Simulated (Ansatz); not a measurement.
```yaml
crystal:
  periodic: [false, false, false]
  atoms:
    - {symbol: O, position_ang: [-0.975336, 0.806489, -1.040674]}
    - {symbol: Si, position_ang: [-0.011907, -0.001779, 0.019300]}
    - {symbol: O, position_ang: [1.514314, 0.448924, -0.370356]}
    - {symbol: O, position_ang: [-0.023116, -1.621220, -0.061875]}
    - {symbol: O, position_ang: [-0.520116, 0.441140, 1.517485]}
    - {symbol: H, position_ang: [-0.653649, 0.890554, -1.912548]}
    - {symbol: H, position_ang: [2.231446, -0.153765, -0.072673]}
    - {symbol: H, position_ang: [-0.794168, -2.071522, 0.358521]}
    - {symbol: H, position_ang: [-0.843119, 1.315066, 1.555852]}
basis:
  gaussian: {orbitals: def2-TZVP}
hamiltonian: {xc: {name: HF}}
correlation: {method: mp2, frozen_orbitals: {O: 0}}
```

```sh
$ ansatz run in.yaml --threads 2 --pin off --events-out ev --progress --plain --max-ram 32768MiB --backend cpu
```

Output, abridged:

```
Functional definition: HF
Error: "frozen_orbitals" has no count for Si
```

Task: What is wrong with this run?

Result: Frozen orbitals are typed for one element alone, and the program wants a count for each. The input was rejected before any iteration.
